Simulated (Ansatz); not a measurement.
`[GeH3][SbH2]` + `C#CCC#N` → `C#[C][GeH2][SbH2]` + `CC#N`  (formal exchange of groups at a Ge–H bond)

Program: Ansatz. Geometries: PBE0-D4/def2-TZVP. ΔE: electronic, gas phase. CCSD(T)/CBS is the MP2 limit (def2-TZVPP, def2-QZVPP) plus CCSD(T) − MP2 in def2-TZVPP, frozen cores. This one scheme is used for every species. DFT in def2-TZVPP. B3LYP here is the variant with VWN-RPA as its local correlation; programs differ in this. def2 core potentials past Kr. For Ge, Sb outer-core shells are correlated without core-valence functions, which leaves a few kJ/mol of doubt a bond. Scalar relativity is left out up to krypton.

`[GeH3][SbH2]`:

Cartesian coordinates in Å:
```
Ge 0.298 -0.273 -0.876
Sb -1.115 -0.191 1.330
H 1.438 0.757 -0.883
H 0.895 -1.682 -1.032
H -0.629 -0.002 -2.072
H 0.305 -0.124 2.277
H -1.193 1.514 1.256
```

`C#CCC#N`:

```xyz
8

C    -1.585   -1.143    0.423
C    -0.683   -0.360    0.330
C     0.408    0.597    0.229
C     1.259    0.370   -0.935
N     1.940    0.207   -1.845
H    -2.385   -1.840    0.501
H     1.034    0.552    1.126
H     0.012    1.617    0.171
```

`C#[C][GeH2][SbH2]`:

```xyz
9

C    -0.084   -0.885   -2.506
C     0.198   -0.281   -1.502
Ge    0.595    0.611    0.130
Sb   -0.385   -0.864    2.061
H    -0.328   -1.412   -3.400
H     2.124    0.711    0.257
H    -0.014    2.019    0.067
H    -1.959   -0.303    1.709
H    -0.147    0.403    3.184
```

`CC#N`:

```xyz
6

C    -0.199   -0.169   -0.411
C     0.392    0.334    0.813
N     0.861    0.733    1.783
H     0.145    0.419   -1.263
H     0.086   -1.211   -0.565
H    -1.286   -0.106   -0.356
```

| level | ΔE (kcal/mol) | difference from CCSD(T)/CBS |
| --- | --- | --- |
| revPBE-D4 | -13.6 | 1.9 |
| BLYP-D4 | -14.3 | 1.2 |
| B3LYP-D4 | -14.4 | 1.1 |
| r2SCAN0-D4 | -14.6 | 0.9 |
| BHLYP-D4 | -14.9 | 0.6 |
| ωB97X-V | -14.1 | 1.4 |
| r2SCAN0 | -14.5 | 1.0 |
| CCSD/def2-SVP | -11.9 | 3.6 |
| HF/def2-TZVPP | -14.8 | 0.7 |
| MP2/CBS(def2) | -16.2 | -0.7 |
| CCSD(T)/CBS | -15.5 | 0 |

(1) What do rigid-rotor, harmonic-oscillator terms from PBE0-D4/def2-TZVP frequencies (298.15 K, 1 bar) make of the CCSD(T)/CBS value? (An estimate is asked.)

Largest T1 diagnostic among the species: 0.013.

## Answers

(1) Ansatz gave: ΔZPE = +1.1 kcal/mol, ΔH = -14.0 kcal/mol, ΔS = -5 J/(mol·K), ΔG = -13.7 kcal/mol.

In def2-TZVPP, CCSD(T) changes the Hartree–Fock value by −1.0 kcal/mol (the triples alone add −0.3 kcal/mol) and MP2 by −1.7 kcal/mol. At CCSD(T), def2-SVP lies +3.5 kcal/mol from the extrapolated value and def2-TZVPP −0.3 kcal/mol. Leaving LDA and LC-ωPBE aside and taking each functional with its dispersion term where it has one, the values, not all of them listed here, spread over 1.5 kcal/mol, from B2PLYP to PBE-D4. LDA lies +2.1 kcal/mol from PBE without D4.
